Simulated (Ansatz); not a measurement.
`[F][GeH]([SH])[Cl]` + `B[NH][AlH][O]C` → `C[O][Ge]([F])([SH])[Cl]` + `B[NH][AlH2]`  (redistribution)

Computed with Ansatz on PBE0-D4/def2-TZVP structures; ΔE is electronic, products minus reactants. CBS: MP2 limit from def2 TZ/QZ plus the TZ coupled-cluster correction, frozen cores. Functionals use def2-TZVPP. B3LYP here is the variant with VWN-RPA as its local correlation; programs differ in this. For Ge outer-core shells are correlated without core-valence functions, which leaves a few kJ/mol of doubt a bond. Scalar relativity is left out up to krypton. One conformer a species, not always the lowest.

CCSD(T)/CBS gives +0.88 eV.

(1) Another level gave +0.96 eV. Which?
A. B3LYP/def2-TZVPP
B. CCSD/def2-TZVPP
C. r2SCAN-D4/def2-TZVPP
D. HF/def2-TZVPP

Largest T1 diagnostic among the species: 0.013.

## Answers

(1) C. r2SCAN-D4 0.96, B3LYP 0.91, CCSD/def2-TZVPP 0.83, HF/def2-TZVPP 0.72 eV.

The D4 term adds −0.04 eV with B3LYP and −0.02 eV with PBE0; it sums over pairs of atoms, weighted by their polarisabilities, and B3LYP, whose exchange is more repulsive, gets the larger term. In def2-TZVPP, CCSD(T) changes the Hartree–Fock value by +0.11 eV (the triples alone add +0.00 eV) and MP2 by +0.11 eV.
